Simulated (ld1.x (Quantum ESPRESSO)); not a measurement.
## magnesium ultrasoft: all-electron and pseudo phase curves

```json
{
 "Element": "Mg",
 "Generator": "ld1.x (Quantum ESPRESSO) 7.5",
 "Type": "ultrasoft",
 "Functional": "PBE",
 "Relativity": "scalar-relativistic",
 "Frozen core": "[He] 2s2",
 "Valence charge": "8",
 "Reference configuration": "2p6 3s1.5 3p0 (charge +0.5)",
 "Partial waves": "3s (bound): rcut 1.65, rcutus 2.15 bohr; 3s channel at 3.25 Ry: rcut 1.65, rcutus 2.15 bohr; 2p (bound): rcut 1.40, rcutus 1.60 bohr; 3p (bound, empty): rcut 1.40, rcutus 1.60 bohr",
 "Local potential": "all-electron potential smoothed inside 1.95 bohr (lloc = -2)",
 "Core correction": "Bessel-smoothed model core, default radius (core density twice the valence density)",
 "Augmentation charge": "PSQ, inside the norm-conserving radii"
}
```

The phase is arctan(r·u′/u) with u = r·R(r), unwrapped; energies in Ry, scanned from -6 to 5 Ry. A pole is an energy at which the radial function vanishes at the test radius. The pseudo phase is shifted by a multiple of π to meet the all-electron one at the reference energy, and phase errors are pseudo minus all-electron; the curves can meet again beyond the range given. Levels narrower than the energy grid can be missing from the lists of poles.

```tsv
channel	radius (bohr)	reference energy (Ry)	poles, all-electron	poles, pseudo	unbroken range about the reference energy with phases within 0.05 rad	phase error 1 Ry above the reference energy (rad)
s	2.36	-0.58	1.93	1.93	the whole range	-0.001
p	2.36	-0.30	-3.71, 2.70	-3.71, 2.73	the whole range	+0.002
```

Phases in the p channel:

```tsv
E (Ry)	all-electron	pseudo
-6.00	1.385	1.385
-5.74	1.380	1.380
-5.48	1.374	1.374
-5.22	1.368	1.368
-4.96	1.360	1.360
-4.70	1.352	1.352
-4.44	1.341	1.341
-4.18	1.324	1.324
-3.92	1.275	1.275
-3.66	-1.705	-1.705
-3.40	-1.792	-1.792
-3.14	-1.816	-1.816
-2.88	-1.834	-1.834
-2.62	-1.853	-1.853
-2.36	-1.873	-1.873
-2.10	-1.897	-1.897
-1.84	-1.925	-1.925
-1.58	-1.960	-1.960
-1.32	-2.004	-2.004
-1.06	-2.064	-2.064
-0.80	-2.149	-2.148
-0.54	-2.275	-2.275
-0.28	-2.478	-2.478
-0.02	-2.816	-2.816
0.24	-3.312	-3.312
0.50	-3.797	-3.796
0.76	-4.120	-4.119
1.02	-4.315	-4.313
1.28	-4.438	-4.436
1.54	-4.521	-4.519
1.80	-4.582	-4.580
2.06	-4.629	-4.626
2.32	-4.667	-4.664
2.58	-4.699	-4.696
2.84	-4.727	-4.723
3.10	-4.753	-4.748
3.36	-4.778	-4.772
3.62	-4.803	-4.795
3.88	-4.828	-4.819
4.14	-4.855	-4.843
4.40	-4.885	-4.869
4.66	-4.920	-4.899
4.92	-4.962	-4.933
```
